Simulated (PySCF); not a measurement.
# Shieldings and the share of exact exchange

Molecule: `C=CC[O+](C)[GaH3-]`, C$_{4}$H$_{11}$GaO.

Geometry:
```csv
atom,x (Å),y (Å),z (Å)
C1,1.176,1.242,-2.287
C2,0.661,0.182,-1.666
C3,0.176,0.200,-0.253
O4,-1.167,-0.264,-0.123
C5,-2.147,0.558,-0.730
Ga6,-1.516,-2.362,-0.012
H7,1.253,2.215,-1.790
H8,1.553,1.178,-3.311
H9,0.590,-0.785,-2.180
H10,0.242,1.213,0.181
H11,0.768,-0.485,0.373
H12,-3.124,0.127,-0.481
H13,-2.020,0.590,-1.824
H14,-2.080,1.580,-0.324
H15,-1.277,-2.725,-1.536
H16,-3.005,-2.276,0.503
H17,-0.347,-2.670,1.006
```

GIAO shieldings (ppm, equivalent atoms averaged) in PySCF 2.14 on the PBE0-D3(BJ)/def2-SVP geometry, basis pcSseg-1, gas phase, non-relativistic:

| functional | exact exchange (%) | σ(C3) | σ(C5) | σ(O4) | σ(Ga6) |
| --- | --- | --- | --- | --- | --- |
| BLYP | 0 | 92.3 | 114.4 | 294.7 | 1349.8 |
| BP86 | 0 | 97.3 | 118.6 | 300.3 | 1343.7 |
| PBE | 0 | 97.8 | 119.4 | 299.8 | 1350.9 |
| B3LYP | 20 | 99.0 | 119.9 | 308.4 | 1407.5 |
| PBE0 | 25 | 105.6 | 125.7 | 315.7 | 1426.1 |
| mPW1PW91 | 25 | 104.9 | 124.8 | 314.8 | 1422.3 |
| HF | 100 | 121.6 | 138.2 | 347.9 | 1639.1 |

(1) Fit each shielding as a line in the percentage of exact exchange.

(2) What does the line predict for BHandHLYP (50 %), and what does the run give?

Answers

(1) σ(C3) = 96.3 + 0.26 x (rms 2.3 ppm); σ(C5) = 117.9 + 0.21 x (rms 2.1 ppm); σ(O4) = 299.6 + 0.50 x (rms 2.6 ppm); σ(Ga6) = 1349.3 + 2.91 x (rms 2.7 ppm). The functionals also differ in their semilocal parts, which the line can't hold; Hartree–Fock has no correlation at all.

(2) σ(C3): 109.3 predicted, 107.7 computed; σ(C5): 128.4 predicted, 127.1 computed; σ(O4): 324.6 predicted, 325.2 computed; σ(Ga6): 1494.8 predicted, 1495.2 computed ppm.
